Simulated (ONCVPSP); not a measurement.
# lanthanum: one change to an ONCV potential, before and after

* Element: lanthanum
* Generator: ONCVPSP 4.0.1
* Type: optimised norm-conserving Vanderbilt (ONCV)
* Functional: LDA (Perdew-Zunger)
* Relativity: scalar-relativistic
* Frozen core: [Kr] 4d10
* Valence charge: 11
* Reference configuration: 5s2 5p6 5d1 (charge +2)
* Partial waves: 5s: rc 1.70 bohr, ncon 4, nbas 8, qcut 4 1/bohr, 2 projectors, debl 1.9 Ha; 5p: rc 2.55 bohr, ncon 4, nbas 8, qcut 4.8 1/bohr, 3 projectors, debl 3.6 Ha; 5d: rc 3.30 bohr, ncon 4, nbas 8, qcut 4.9 1/bohr, 2 projectors, debl 2.7 Ha; f scattering state at 0.03 Ha: rc 2.85 bohr, ncon 4, nbas 7, qcut 3.9 1/bohr, 1 projector
* Local potential: polynomial inside 1.30 bohr (lpopt 5, dvloc0 0 Ha)
* Core correction: Teter function, fcfact 6, rcfact 1.3

In the s channel the program set the typed energies aside and used -1.902, 0.250 Ha. In the f channel the program set the typed energies aside and used -0.636 Ha.

Change: core correction Teter function, fcfact 6, rcfact 1.9.

Cutoffs: the cutoffs (Ha) at which the residual kinetic energy of the hardest occupied pseudo-wave falls to 1 and 0.1 mHa per electron; they do not see the model core or the augmentation charge, which bear on the density cutoff. Errors are all-electron minus pseudo energies relative to the spin-unpolarised reference configuration.

Task: Predict the effect on cutoff, ghosts and configuration errors.

Result: The potential gets neither clearly harder nor softer (49 Ha and 61 Ha → 49 Ha and 61 Ha); both files keep a bound ghost (s); of the 4 tests that both files solve, the error grows in 4 and shrinks in 0 by more than 15 % and 0.3 meV (median size 0.3 → 27.3 meV). A model core, the more so a compact one, raises the density cutoff, which this test does not measure.

| quantity | base | changed |
| --- | --- | --- |
| cutoff, loose | 49 Ha | 49 Ha |
| cutoff, tight | 61 Ha | 61 Ha |
| bound ghosts | s | s |
| GHOST(+) flags under 300 eV | p at 201.1 eV | p at 201.1 eV |
| error for 5s2 5p6 5d1 6s2, meV [ΔE -17.31 eV] | -0.6 | -21 |
| error for 5s2 5p6 5d1 6s1, meV [ΔE -11.15 eV] | +0.1 | -8.7 |
| error for 5s2 5p6 5d0, meV [ΔE 19.10 eV] | +0.1 | -65 |
| error for 5s2 5p6 5d2 6s1, meV [ΔE -16.49 eV] | +0.4 | -33 |
| s: phases at 1.73 bohr within 0.05 rad from the reference energy up to (Ha; the scan ends near 5) | n/a | n/a |
| p: phases at 2.58 bohr within 0.05 rad from the reference energy up to (Ha; the scan ends near 5) | to the end of the scan | to the end of the scan |
| d: phases at 3.36 bohr within 0.05 rad from the reference energy up to (Ha; the scan ends near 5) | 3.0 | 3.0 |
| f: phases at 2.89 bohr within 0.05 rad from the reference energy up to (Ha; the scan ends near 5) | -0.5 | -0.5 |
| rms error of d²Exc/dni dnj with the model core, mHa | 0.52 | 6.28 |

 A true bound ghost makes a file unfit for plane-wave use even where its test errors are small: the radial tests pick states by their node count and pass the ghost by.
